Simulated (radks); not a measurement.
The numbers below are computed, except where a source is named.
Excited configurations of Ho3+: one electron is placed in a higher orbital outside [Xe] 4f9. The ground configuration is [Xe] 4f10. Code: a radial shooting solver on a logarithmic mesh with Libxc functionals. Model: scalar-relativistic Kohn-Sham, PBE, spin-polarised, spherical densities, finite nucleus; open shells are filled with parallel spins first (spin-orbit coupling, left out, can overturn this in heavy ions); Fermi nuclear charge, rms radius 5.2022 fm. Excitation = E - E(ground); binding = E(ion) - E, where the ion is the core of charge +4; n* = 4/sqrt(2 binding) in atomic units, and the quantum defect is n - n*.

| outer orbital | excitation (eV) | binding (eV) | n* | quantum defect | eigenvalue (eV) | <r> (bohr) |
|---|---|---|---|---|---|---|
| 5d | 10.226 | 32.830 | 2.575 | 2.425 | -27.464 | 1.997 |
| 5f | 28.609 | 14.447 | 3.882 | 1.118 | -12.119 | 4.149 |
| 6s | 13.153 | 29.903 | 2.698 | 3.302 | -26.396 | 2.878 |
| 6p | 19.341 | 23.715 | 3.030 | 2.970 | -20.878 | 3.391 |
| 6d | 26.862 | 16.193 | 3.666 | 2.334 | -14.270 | 4.550 |
| 6f | 33.450 | 9.605 | 4.761 | 1.239 | -8.365 | 7.219 |
| 7p | 29.457 | 13.599 | 4.001 | 2.999 | -12.142 | 6.021 |

The Delta-SCF ionisation energy is 43.056 eV (NIST Atomic Spectra Database: 42.5 eV, semi-empirical). Self-interaction in the functional shifts the binding energies and quantum defects, so they are the method's values and not measured ones. Open shells are spherical and high-spin; term and fine-structure splittings are not resolved. Spin-orbit splitting is averaged out at the scalar-relativistic level.
